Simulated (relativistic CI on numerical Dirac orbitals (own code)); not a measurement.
d1 to d9 in one octahedral field

Computed with a parametric ligand-field model without spin-orbit coupling, by exact diagonalisation: B = 550, C = 2580, 10Dq = 34200 cm⁻¹ (Oh; |10Dq|/B = 62.2) for every shell. Energies in cm⁻¹; the field energy is (0.6 n_e − 0.4 n_t2) × 10Dq of the ground term; g labels are left out.

| Shell | Ground term | Electrons in e | Field energy | First spin-allowed bands | Lowest term of other spin |
| --- | --- | --- | --- | --- | --- |
| d1 | 2T2 | 0.000 | -13680 | 2E 34200 |  |
| d2 | 3T1 | 0.007 | -27122 | 3T2 32826, 3T1 39702 | 1T2 8629 |
| d3 | 4A2 | 0.000 | -41040 | 4T2 34200, 4T1 40432 | 2E 12162 |
| d4 | 3T1 | 0.012 | -54299 | 3E 31667, 3T1 32325 | 1T2 7607 |
| d5 | 2T2 | 0.024 | -67594 | 2A2 30850, 2T1 31039 | 4T1 21975 |
| d6 | 1A1 | 0.019 | -81425 | 1T1 32240, 1T2 40228 | 3T1 26851 |
| d7 | ? | ? | ? | ? | ? |
| d8 | 3A2 | 2.000 | -41040 | 3T2 34200, 3T1 40432 | 1E 9507 |
| d9 | 2E | 3.000 | -20520 | 2T2 34200 |  |

Problem. Fill in the row of d7.

Solution. Ground term: 2E; Electrons in e: 1.012; Field energy: -61138; First spin-allowed bands: 2T1 32103, 2T2 32781; Lowest term of other spin: 4T1 21927. Low spin: d4, d5, d6, d7; the other shells keep the spin of the free ion. Only d4 to d7 can choose; the field needed to pair spins is smallest for d6 and largest for d5, which loses most exchange energy. In the strong-field picture 10Dq must exceed about 6B + 5C = 16200 (d4), 7.5B + 5C = 17025 (d5), 2.5B + 4C = 11695 (d6) and 4B + 4C = 12520 (d7); mixing of terms shifts these bounds somewhat.
